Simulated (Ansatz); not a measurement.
CH3ClInN. Total charge 0; spin multiplicity 1. Correlated methods include outer-core shells of In, which these sets cover unevenly. In takes the def2 core potential. The bonds changed during the relaxation, so this is another structure than the one it started from.

```xyz
7

Cl   -2.3153    1.5656    1.3058
In   -2.4489   -0.5915    0.0913
C     1.1818   -0.4646   -0.4735
N     0.0938   -0.0149   -0.0273
H     2.1424    0.0420   -0.3505
H     1.1842   -1.4110   -1.0152
H     0.1621    0.8742    0.4693
```

Problem. Give the diagnostics of a CCSD(T)/def2-TZVPP run (frozen core, Ansatz). (An estimate is asked.)

Solution. Ansatz gave: T1 = 0.0148, largest single amplitude 0.030, largest double 0.097, (T) share of the correlation energy 3.8 %, 9 CCSD cycles. The RHF solution is stable towards an unrestricted one. T1 lies under the customary mark of 0.02 for closed shells.
